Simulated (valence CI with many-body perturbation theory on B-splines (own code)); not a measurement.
## E1 line list for Ba⁷⁺

Method: valence CI with perturbative core correlation (CI+MBPT): three valence electrons over a frozen Dirac-Fock core [Kr] 4d10, radial functions for each j: 8 s, 8 p, 9 d, 9 f, 6 g, 3 h, 2 i, with the one-electron correlation potential Σ1 (screened to all orders), the two-electron term Σ2, the three-electron term Σ3, Breit, model QED; selected single and double excitations, second order for the rest, scaled by the run's own slope (own B-spline code, finite nucleus).

Against 58 measured levels this calculation errs by 850 cm⁻¹ on average and by 3081 at most. These come from a selection out of Sansonetti and Curry, J. Phys. Chem. Ref. Data 39, 043103 (2010). Levels without a partner in it may be off by more, other configurations by several thousand cm⁻¹. 3 measured levels below the end of the list, from 249919 cm⁻¹ on, found no clear computed partner, and computed levels of the same name lie up to 9005 cm⁻¹ from them.

Lines 1 to 50 of 226 in falling wavelength, among levels below 402330 cm⁻¹, chosen from the strongest by gf and those to the six lowest levels. Wavelengths and rates use the calculated energies, so an error of 900 cm⁻¹ moves a line at 1078 nm by 9.7 % and its rate by three times that or more. Electric multipoles are in the length gauge, E1 and E2 with the static RPA response of the core. Weak lines are less certain than strong ones. Lines between different terms over intervals too small for the method are left out, as are lines whose strength nearly cancels. The highest levels of a list are the least certain.

Names give the largest LS component (configuration and term), which can be under half, so a name can repeat, a term be missing and a line seem to break the LS rules; names also repeat where a configuration has a term twice. Letters in brackets count levels of one name in rising energy.

```
λ vac (nm)  λ from measured levels                 Upper                Lower   A (s⁻¹)  S (a.u.) with core polarisation  S without
      1078                    1132        4f.5s2 2F°_5/2        5s.5p2 4P_3/2  6.51e+02                         2.41e-03   2.93e-03
     497.7                   491.6         5s.5p2 2D_3/2       4f.5s2 2F°_5/2  8.58e+05                         2.09e-01   2.50e-01
     356.1                   352.2         5s.5p2 2D_5/2       4f.5s2 2F°_5/2  1.17e+05                         1.56e-02   1.88e-02
     187.1                   191.9        5s2.6p 2P°_1/2        5s2.6s 2S_1/2  5.98e+08                         3.86e+00   4.03e+00
     168.4                   169.3    5s2.6p 2P°_3/2 [a]        5s2.6s 2S_1/2  2.81e+08                         2.65e+00   2.75e+00
     158.4                   159.1         5s.5p2 2P_3/2       4f.5s2 2F°_5/2  4.25e+06                         3.33e-02   3.81e-02
     156.7                   160.1    5s2.6p 2P°_3/2 [b]        5s2.6s 2S_1/2  6.53e+08                         4.96e+00   5.15e+00
     133.4                              5s.5p.5d 4F°_7/2      4f.5s.5p 4G_9/2  5.34e+07                         5.00e-01   5.70e-01
     128.8                   130.2  5s.5p.5d 2F°_7/2 [a]  4f.5s.5p 2G_9/2 [b]  4.65e+07                         3.92e-01   4.24e-01
     117.4                   120.3      5s.5p.5d 4F°_3/2      4f.5s.5p 4G_5/2  3.20e+08                         1.02e+00   1.16e+00
     116.9                              5s.5p.5d 4F°_9/2     4f.5s.5p 4G_11/2  3.25e+08                         2.56e+00   2.87e+00
     113.8                              5s.5p.5d 4F°_5/2      4f.5s.5p 4F_7/2  2.47e+08                         1.08e+00   1.21e+00
     113.4                              5s.5p.5d 4F°_9/2      4f.5s.5p 4G_9/2  5.63e+07                         4.05e-01   4.56e-01
     110.2                   113.7      5s.5p.5d 4F°_7/2      4f.5s.5p 4F_9/2  2.84e+08                         1.50e+00   1.67e+00
     109.2                   111.3      5s.5p.5d 4P°_1/2      4f.5s.5p 4D_1/2  2.53e+08                         3.26e-01   3.71e-01
     108.6                   108.3         5s.5p2 4P_1/2       5s2.5p 2P°_3/2  1.27e+07                         1.61e-02   2.17e-02
     107.9                   109.5  5s.5p.5d 2F°_7/2 [b]  4f.5s.5p 2G_9/2 [b]  2.44e+08                         1.21e+00   1.32e+00
     107.1                   107.5         5s2.5d 2D_3/2       4f.5s2 2F°_5/2  1.83e+08                         4.44e-01   4.58e-01
     107.1                   108.3  5s.5p.5d 2F°_5/2 [b]  4f.5s.5p 2G_7/2 [c]  1.91e+08                         6.95e-01   7.53e-01
     107.0                   108.8      5s.5p.5d 4P°_3/2      4f.5s.5p 4D_3/2  1.70e+08                         4.11e-01   4.66e-01
     106.8                                4f.5p2 4G°_7/2  4f.5s.5p 2F_7/2 [b]  6.49e+07                         3.12e-01   4.16e-01
     105.7                   107.9      5s.5p.5d 4D°_5/2      4f.5s.5p 4D_5/2  1.17e+08                         4.08e-01   4.67e-01
     104.5                   104.8         5s2.5d 2D_5/2       4f.5s2 2F°_7/2  2.25e+08                         7.59e-01   7.94e-01
     104.3                   105.8      5s.5p.5d 4P°_3/2      4f.5s.5p 4D_5/2  1.99e+08                         4.47e-01   4.97e-01
     103.4                   105.4      5s.5p.5d 4D°_7/2      4f.5s.5p 4D_7/2  9.55e+07                         4.17e-01   4.74e-01
     103.1                   103.4         5s2.5d 2D_5/2       4f.5s2 2F°_5/2  5.06e+06                         1.64e-02   1.51e-02
     102.9                              5s.5p.5d 4P°_5/2  4f.5s.5p 2F_7/2 [a]  2.07e+08                         6.69e-01   7.34e-01
     102.5                   104.6      5s.5p.5d 4D°_5/2      4f.5s.5p 4D_7/2  2.09e+08                         6.66e-01   7.24e-01
     101.5                              5s.5p.5d 4D°_7/2      4f.5s.5p 4G_9/2  2.24e+08                         9.24e-01   1.01e+00
     101.5                   104.3      5s.5p.5d 2D°_5/2  4f.5s.5p 2G_7/2 [b]  1.85e+08                         5.74e-01   6.01e-01
     100.9                   102.9      5s.5p.5d 4D°_3/2      4f.5s.5p 4F_5/2  3.16e+08                         6.39e-01   7.14e-01
     99.84                   101.3      5s.5p.5d 4D°_1/2      4f.5s.5p 4F_3/2  4.84e+08                         4.76e-01   5.35e-01
     99.46                          5s.5p.5d 2F°_5/2 [a]  4f.5s.5p 2G_7/2 [a]  1.56e+08                         4.54e-01   4.62e-01
     99.22                   102.1  5s.5p.5d 2F°_7/2 [a]  4f.5s.5p 2G_9/2 [a]  1.07e+08                         4.12e-01   4.04e-01
     98.69                   99.76      5s.5p.5d 4P°_5/2      4f.5s.5p 4F_7/2  1.42e+08                         4.03e-01   4.49e-01
     96.67                   96.17           5p3 2D°_5/2        5s.5p2 2P_3/2  4.55e+08                         1.22e+00   1.69e+00
     95.50                   95.28         5s.5p2 4P_3/2       5s2.5p 2P°_3/2  1.94e+07                         3.33e-02   4.53e-02
     94.63                   95.85    5s2.6p 2P°_3/2 [a]  4f.5s.5p 2D_5/2 [a]  2.25e+08                         3.77e-01   3.94e-01
     93.37                   94.12       4f.5s.5p 4G_5/2       4f.5s2 2F°_5/2  2.38e+07                         5.73e-02   7.71e-02
     91.75                   92.18       4f.5s.5p 4F_7/2       4f.5s2 2F°_5/2  1.95e+07                         5.94e-02   7.92e-02
     89.41                           4f.5s.5p 2F_7/2 [a]       4f.5s2 2F°_7/2  8.37e+07                         2.36e-01   3.10e-01
     89.21                   89.10       4f.5s.5p 4F_9/2       4f.5s2 2F°_7/2  7.81e+07                         2.74e-01   3.64e-01
     88.84                   88.48       4f.5s.5p 4F_3/2       4f.5s2 2F°_5/2  1.27e+08                         1.76e-01   2.16e-01
     88.44                   88.12       4f.5s.5p 4F_5/2       4f.5s2 2F°_5/2  8.87e+07                         1.82e-01   2.36e-01
     88.38                           4f.5s.5p 2F_7/2 [a]       4f.5s2 2F°_5/2  9.36e+07                         2.55e-01   3.38e-01
     87.78                   87.61         5s.5p2 4P_5/2       5s2.5p 2P°_3/2  1.39e+08                         2.78e-01   3.80e-01
     87.68                   87.50       5p3 4S°_3/2 [a]        5s.5p2 2P_1/2  4.53e+08                         6.03e-01   8.33e-01
     86.44                   86.26         5s.5p2 4P_1/2       5s2.5p 2P°_1/2  1.42e+08                         9.03e-02   1.22e-01
     85.23                   86.63  5s.5p.5d 2F°_7/2 [b]  4f.5s.5p 2D_5/2 [a]  1.01e+08                         2.48e-01   3.29e-01
     83.17                   83.10   4f.5s.5p 2F_5/2 [a]       4f.5s2 2F°_5/2  3.57e+07                         6.08e-02   8.05e-02
```
